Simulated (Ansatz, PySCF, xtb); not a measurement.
Donor–acceptor adduct: AlH3 (SMILES [AlH3]) (first 4 atoms) with H2O (SMILES O); geometry from B3LYP-D3(BJ)/def2-TZVP.
(charge 0, multiplicity 1):
```xyz
7

Al    -0.02131     0.21827     0.32569
H      0.60330    -0.93481    -0.56573
H     -1.60833     0.38573     0.33738
H      0.86874     1.50996     0.61919
O      0.11131    -0.54712     2.21663
H     -0.75374    -0.64871     2.63425
H      0.65940    -0.00250     2.79630
```

Counterpoise-corrected where a basis set is named; no monomer relaxation. Rows marked so take none.

Rows in 6-31G* carry no dispersion term and start afresh at each structure (6-31G* with six Cartesian d functions).

Codes used: Ansatz (Gaussian orbitals); PySCF for 6-31G* rows, the dispersion terms; xtb for the GFN methods. Values without a source in brackets are computed.

```json
[
 {"level": "GFN2-xTB", "interaction energy (kJ/mol)": "-131.3"},
 {"level": "HF/6-31G*", "interaction energy (kJ/mol)": "-90.4"},
 {"level": "HF/aug-cc-pV(D+d)Z", "interaction energy (kJ/mol)": "-83.6"},
 {"level": "revPBE/def2-TZVPPD", "interaction energy (kJ/mol)": "-75.0"},
 {"level": "r2SCAN-D4/def2-TZVPPD", "interaction energy (kJ/mol)": "___"},
 {"level": "B3LYP/6-31G* (no counterpoise)", "interaction energy (kJ/mol)": "___"},
 {"level": "PBE0-D3(BJ)/def2-TZVPPD", "interaction energy (kJ/mol)": "-99.0"},
 {"level": "CAM-B3LYP-D3(BJ)/def2-TZVPPD", "interaction energy (kJ/mol)": "-98.3"},
 {"level": "wB97M-V/def2-TZVPPD", "interaction energy (kJ/mol)": "-98.5"}
]
```

Task: Complete the blanks.

Result: 
- r2SCAN-D4/def2-TZVPPD, interaction energy (kJ/mol): -103.3
- B3LYP/6-31G* (no counterpoise), interaction energy (kJ/mol): -112.4

Ansatz is a quantum-chemistry and plane-wave program.
